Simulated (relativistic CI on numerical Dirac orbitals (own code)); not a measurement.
## Ligand-field terms of d8

Computed with a parametric ligand-field model of a d^n configuration (Racah B and C, spin-orbit zeta, crystal field), exact diagonalisation.

Field parameters in Wybourne normalisation: Oh B⁴₀ = 21Dq, B⁴₄ = √(5/14) B⁴₀. The field is a parameter set, without covalency.

(1) Ground term and bands for B = 910, C = 4260, ζ = 0 cm⁻¹, Oh, 10Dq = 33670 cm⁻¹?

(2) Ground term and bands for B = 910, C = 4260, ζ = 0 cm⁻¹, Oh, 10Dq = 2730 cm⁻¹?

(3) Ground term and bands for B = 910, C = 4260, ζ = 0 cm⁻¹, Oh, 10Dq = 19110 cm⁻¹?

(4) Ground term and bands for B = 910, C = 4260, ζ = 0 cm⁻¹, Oh, 10Dq = 26390 cm⁻¹?

(5) Ground term and bands for B = 910, C = 4260, ζ = 0 cm⁻¹, Oh, 10Dq = 6370 cm⁻¹?

## Answers

(1) Ground term 3A2 with 2.00 electrons in the two orbitals of the cubic e set. Spin-allowed: 3T2 33670 cm⁻¹ (297 nm), 3T1 43469 cm⁻¹ (230 nm), 3T1 71191 cm⁻¹ (140 nm). Lowest spin-forbidden: 1E 15655 cm⁻¹ (639 nm), 1A1 28694 cm⁻¹ (349 nm), 1T2 49185 cm⁻¹ (203 nm). With an A2 ground term the first spin-allowed band lies at |10Dq| itself.

(2) Ground term 3A2 with 2.00 electrons in the two orbitals of the cubic e set. Spin-allowed: 3T2 2730 cm⁻¹, 3T1 4816 cm⁻¹ (2077 nm), 3T1 17024 cm⁻¹ (587 nm). Lowest spin-forbidden: 1E 14504 cm⁻¹ (689 nm), 1T2 16710 cm⁻¹ (598 nm), 1A1 21398 cm⁻¹ (467 nm). With an A2 ground term the first spin-allowed band lies at |10Dq| itself.

(3) Ground term 3A2 with 2.00 electrons in the two orbitals of the cubic e set. Spin-allowed: 3T2 19110 cm⁻¹ (523 nm), 3T1 27768 cm⁻¹ (360 nm), 3T1 43212 cm⁻¹ (231 nm). Lowest spin-forbidden: 1E 15548 cm⁻¹ (643 nm), 1A1 27059 cm⁻¹ (370 nm), 1T2 34425 cm⁻¹ (290 nm). With an A2 ground term the first spin-allowed band lies at |10Dq| itself.

(4) Ground term 3A2 with 2.00 electrons in the two orbitals of the cubic e set. Spin-allowed: 3T2 26390 cm⁻¹ (379 nm), 3T1 35798 cm⁻¹ (279 nm), 3T1 57022 cm⁻¹ (175 nm). Lowest spin-forbidden: 1E 15616 cm⁻¹ (640 nm), 1A1 28046 cm⁻¹ (357 nm), 1T2 41831 cm⁻¹ (239 nm). With an A2 ground term the first spin-allowed band lies at |10Dq| itself.

(5) Ground term 3A2 with 2.00 electrons in the two orbitals of the cubic e set. Spin-allowed: 3T2 6370 cm⁻¹ (1570 nm), 3T1 10845 cm⁻¹ (922 nm), 3T1 21915 cm⁻¹ (456 nm). Lowest spin-forbidden: 1E 15107 cm⁻¹ (662 nm), 1T2 20995 cm⁻¹ (476 nm), 1A1 23393 cm⁻¹ (427 nm). With an A2 ground term the first spin-allowed band lies at |10Dq| itself.
